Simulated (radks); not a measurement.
Task: The mean radii <r> (bohr) of the occupied orbitals of an atom or ion are listed with their occupations. Method: Dirac Kohn-Sham, PBE, spin-unpolarised, spherical densities, finite nucleus; Fermi nuclear charge, rms radius of each element as measured or else 0.836 A^(1/3) + 0.57 fm; computed with a radial shooting solver on a logarithmic mesh with Libxc functionals.

orbital  occ.      <r>
1s1/2       2  0.04860
2s1/2       2   0.2176
2p1/2       2   0.1883
2p3/2       4   0.1918
3s1/2       2   0.6518
3p1/2       2   0.6719
3p3/2       4   0.6826
3d3/2       4   0.7946
3d5/2       6   0.8004
4s1/2       1    2.077

Name the element and its charge. Open shells, if any, fill j = l - 1/2 first.

Result: Z = 31, gallium, charge +2: Ga2+ in [Ar] 3d10 4s1. The 1s radius gives Z: for a bare nucleus <r> = (2 gamma + 1)/(2Z) with gamma = sqrt(1 - (Z/c)^2), 0.04755 bohr for Z = 31, and screening makes it slightly larger (0.04860 here). The occupations add up to 29, and the charge is Z minus that.
